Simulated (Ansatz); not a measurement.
# BHO3S: where a starting geometry ends

The starting geometry of this gas-phase singlet was optimised with GFN2-xTB; its bonds are those of `O=BOSO`.

```xyz
6

B     0.5568    1.2658    1.6455
O    -0.5823    1.4546    1.9566
O     1.8067    1.1807    1.2866
O     2.8475   -0.5843   -0.2658
S     2.9179   -0.0624    1.2704
H     3.4232   -0.0836   -0.8610
```

Problem. Where would you expect an optimisation with PBE0-D3(BJ)/def2-SVP to take it?

Solution. It keeps its bonds, and is `O=BOSO`.

The energy falls by 0.11 eV over 9 steps:

| step | E − E(last) (eV) |
| --- | --- |
| 1 | 0.107 |
| 2 | 0.067 |
| 3 | 0.036 |
| 4 | 0.016 |
| 5 | 0.002 |
| 6 | 0.000 |
| 7 | 0.000 |
| 8 | 0.000 |
| 9 | 0.000 |

Final geometry (Å):

```xyz
6

B     0.6742    1.2706    1.5928
O    -0.5194    1.2301    1.7796
O     1.9870    1.3657    1.3895
O     2.6516   -0.5365   -0.2377
S     2.8834   -0.0812    1.3106
H     3.2931   -0.0781   -0.8025
```

No frequencies were run, so the end isn't proven a minimum. Run with Ansatz 0.2.0, 72 s on 1 thread of Intel(R) Xeon(R) Processor @ 2.50GHz (Skylake/Cascade Lake) (shared host).
